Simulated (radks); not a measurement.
Species: Sm52+. Configuration: [Ne]. All-electron calculation, Dirac Kohn-Sham, PBE, spin-unpolarised, spherical densities, point nucleus. Program: a radial shooting solver on a logarithmic mesh with Libxc functionals.

Radial electron density D(r) = 4 pi r^2 rho(r):

```
   r/bohr * D(r) (the largest magnitude, 90.1, reaches the edge; | marks zero)
 0.002645 |         *
 0.003283 |             *
 0.004074 |                 *
 0.005056 |                       *
 0.006275 |                             *
 0.007788 |                                    *
 0.009666 |                                          *
    0.012 |                                               *
  0.01489 |                                                 *
  0.01848 |                                                *
  0.02293 |                                            *
  0.02846 |                                         *
  0.03533 |                                        *
  0.04384 |                                           *
  0.05441 |                                                  *
  0.06753 |                                                      *
  0.08382 |                                                  *
    0.104 |                                     *
   0.1291 |                    *
   0.1602 |       *
   0.1989 | *
   0.2468 *
   0.3063 *
   0.3802 *
```

D(r) has 2 maxima, at r = 0.0155, 0.0686 bohr, and minima at 0.0334 bohr, inside which lie 2.11 electrons.
